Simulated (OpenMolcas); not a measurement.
**Computed transition rates of Xe2+**

```yaml
Program: OpenMolcas 26.06
Method: "SS-CASPT2, IPEA 0.25 Eh, imaginary shift 0.1 Eh (closed shells correlated: 4d 5s)"
Basis: ANO-RCC-VQZP [8s7p5d3f2g]
Scalar_Hamiltonian: DKH2, point nucleus
Active_space: 4 electrons in 3 orbitals (5p)
State_averaging: 2S+1 = 3 even, 3 roots; 2S+1 = 1 even, 6 roots
Spin-orbit_coupling: state interaction with AMFI integrals over the reference wave functions, term energies averaged over their components
```

Rates come from the transition moments of the reference wave functions (E1 and E2 in the length form). At fixed line strength A goes as λ^-3 for E1 and M1 and as λ^-5 for E2, so a rate at the computed wavelength can be rescaled to the measured one. Measured vacuum wavelengths follow from level energies in Saloman, J. Phys. Chem. Ref. Data 33, 765 (2004). Branching counts decays inside the model space alone, at computed energies, and the table is only a selection of the E2 and M1 lines, drawn from those between levels with measured partners whose computed energy lies within a factor of 1.5 of the measured one.

| Upper | Lower | Type | λ computed (nm) | λ measured (nm) | A computed (s-1) | A rescaled (s-1) | Branching % |
| --- | --- | --- | --- | --- | --- | --- | --- |
| 5s2 5p4 1S0 | 5s2 5p4 3P1 | M1 | 380.4 | 380.1 | 1.65e+02 |  | 93.6 |
| 5s2 5p4 1D2 | 5s2 5p4 3P2 | M1 | 601.2 | 584.8 | 1.75e+01 |  | 94.2 |
| 5s2 5p4 3P1 | 5s2 5p4 3P2 | M1 | 1122 | 1021 | 1.43e+01 | 1.90e+01 | 99.6 |
| 5s2 5p4 1S0 | 5s2 5p4 1D2 | E2 | 538.7 | 526.2 | 8.62e+00 | 9.69e+00 | 4.9 |
| 5s2 5p4 1S0 | 5s2 5p4 3P2 | E2 | 284.1 | 277 | 2.61e+00 |  | 1.5 |
| 5s2 5p4 1D2 | 5s2 5p4 3P1 | M1 | 1295 | 1369 | 6.51e-01 |  | 3.5 |
| 5s2 5p4 1D2 | 5s2 5p4 3P2 | E2 | 601.2 | 584.8 | 4.22e-01 |  | 2.3 |
| 5s2 5p4 3P0 | 5s2 5p4 3P2 | E2 | 1259 | 1230 | 4.48e-02 | 5.03e-02 | 100.0 |

Spin-changing lines and M1 lines between different terms are not rescaled, since their strength hangs on the term gaps too.

The largest correction is for 5s2 5p4 3P1 → 5s2 5p4 3P2 (M1): 1.43e+01 × (1122 / 1021)^3 = 1.90e+01 s-1, a factor of 1.33.

The computed rate and branching of 5s2 5p4 3P0 → 5s2 5p4 3P2 give the upper level a radiative lifetime of 1.000 / 4.48e-02 s-1 = 2.23e+01 s, counting decays inside the model space alone. The rescaled rate gives about 2.0e+01 s.

No measured rate stands beside these. Rescaling mends the energy factor alone: line strengths can still be far off where a level mixes with configurations outside the active space, and weak or spin-changing lines hang on small mixing coefficients that depend on the term gaps too, so rescaling need not improve them.

Term energies are means over components that CASPT2 splits; among the terms shown or strongly mixed into the levels shown the widest spread is 170 cm-1 (5s2 5p4 1D). With the s shell closed, the reference lacks s² → p² mixing. Computed and measured levels are paired by configuration, term and J; levels that our copy of the source lacks, or whose pairing is in doubt (as where it misses far off the trend of its configuration), stay unpaired. Only configurations of the active space appear.
